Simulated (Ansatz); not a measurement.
`C[S][Ge][F]` + CH₃OH → `C[O][Ge][S]C` + H–F  (ligand exchange at a Ge–F bond)

Calculated with Ansatz (gas phase, PBE0-D4/def2-TZVP geometries, no zero-point term in ΔE). CCSD(T)/CBS is the MP2 limit (def2-TZVPP, def2-QZVPP) plus CCSD(T) − MP2 in def2-TZVPP, frozen cores. This one scheme is used for every species. DFT in def2-TZVPP. B3LYP here is the variant with VWN-RPA as its local correlation; programs differ in this. HSE06 is defined as in plane-wave codes. For Ge outer-core shells are correlated without core-valence functions, which leaves a few kJ/mol of doubt a bond. Scalar relativity is left out up to krypton. One conformer a species, not always the lowest.

| level | ΔE (kJ/mol) | difference from CCSD(T)/CBS |
| --- | --- | --- |
| LDA (SPW92) | 26.0 | 2.6 |
| B3LYP-D4 | 32.8 | 9.4 |
| HSE06-D4 | 29.7 | 6.3 |
| revPBE | 40.5 | 17.1 |
| r2SCAN | 34.6 | 11.2 |
| PBE0 | 35.0 | 11.6 |
| B3LYP | 41.8 | 18.4 |
| HSE06 | 34.6 | 11.2 |
| CAM-B3LYP | 40.8 | 17.4 |
| LC-ωPBE | 37.5 | 14.1 |
| MP2/def2-SVP | 26.2 | 2.8 |
| CCSD/def2-SVP | 33.1 | 9.7 |
| CCSD(T)/def2-SVP | 30.3 | 6.9 |
| SCS-MP2/def2-QZVPP | 24.5 | 1.1 |
| MP2/CBS(def2) | 17.9 | -5.5 |
| CCSD/CBS(def2) | 26.8 | 3.4 |
| CCSD(T)/CBS | 23.4 | 0 |

Largest T1 diagnostic among the species: 0.015.

In def2-TZVPP, CCSD(T) changes the Hartree–Fock value by −21.7 kJ/mol (the triples alone add −3.4 kJ/mol) and MP2 by −27.2 kJ/mol. From BLYP to BHLYP (50 % exact exchange), in def2-TZVPP and without D4, ΔE moves by −3.3 kJ/mol. Leaving LDA and LC-ωPBE aside and taking each functional with its dispersion term where it has one, the values, not all of them listed here, spread over 11.6 kJ/mol, from PBE-QIDH to B97M-V. LDA lies −10.9 kJ/mol from PBE without D4.
